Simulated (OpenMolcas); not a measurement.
Fe2+: moving or changing the point charges

Fe2+ among 6 point charges of -1 e arranged as an octahedron (Oh), 1.99 Å from the ion.

```json
{
 "Program": "OpenMolcas 26.06",
 "Method": "CASSCF",
 "Basis": "ANO-RCC-VDZP [5s4p2d1f]",
 "Scalar Hamiltonian": "DKH2, point nucleus",
 "Active space": "6 electrons in 5 orbitals (3d)",
 "State averaging": "2S+1 = 5 even, 5 roots; 2S+1 = 3 even, 45 roots; 2S+1 = 1 even, 50 roots",
 "Spin-orbit coupling": "RASSI with atomic mean-field integrals over the reference wave functions"
}
```

Runs around this geometry, states (labels of O, the rotations of Oh). Energies in cm-1 above the lowest state or level, χT in cm3 K/mol; under a threefold ground state the first gap can be a small split of the lowest multiplet, not the spin-orbit step.

```json
{"R (Å)": "1.99", "q (e)": "-0.8", "Ground state": "5T2", "First state of that spin": "5E 2703", "First gap with spin-orbit (degeneracies)": "176.8 (3, 2)", "χT at 300 K": "4.375", "First state of another spin": "3T1 21340"}
{"R (Å)": "1.8", "q (e)": "-1", "Ground state": "5T2", "First state of that spin": "5E 5149", "First gap with spin-orbit (degeneracies)": "188.5 (3, 2)", "χT at 300 K": "4.193", "First state of another spin": "3T1 19989"}
{"R (Å)": "1.99", "q (e)": "-1", "Ground state": "5T2", "First state of that spin": "5E 3385", "First gap with spin-orbit (degeneracies)": "182.3 (3, 2)", "χT at 300 K": "4.301", "First state of another spin": "3T1 21027"}
{"R (Å)": "2.18", "q (e)": "-1", "Ground state": "5T2", "First state of that spin": "5E 2284", "First gap with spin-orbit (degeneracies)": "171.5 (3, 2)", "χT at 300 K": "4.441", "First state of another spin": "3T1 21551"}
```

Taking the first state of the same spin as R^-n, n = -ln(2284 / 5149) / ln(2.18 / 1.8) = 4.2 between the shortest and longest distance.

Scaling the charges by -0.8 / -1 = 0.80 scales the first state of the same spin by 2703 / 3385 = 0.80; with fixed orbitals a first-order splitting would follow the charge.

An orbital triplet at a regular site is open to Jahn-Teller coupling, which can distort the site and quench the lowest spin-orbit gaps and is left out. Without dynamic correlation the repulsion within the d shell is too large (B by tens of per cent), so at a given field states of lower spin stand too high. The ground term spreads over less than 5000 cm-1, several times less than with real ligands, so orbital moments are less quenched and χT lies further from the spin-only value than at real sites (holds for R = 1.99, q = -0.8; R = 1.99, q = -1; R = 2.18, q = -1). Point charges carry no covalency, so the field is a model and not that of real ligands. No measured value stands beside these numbers.
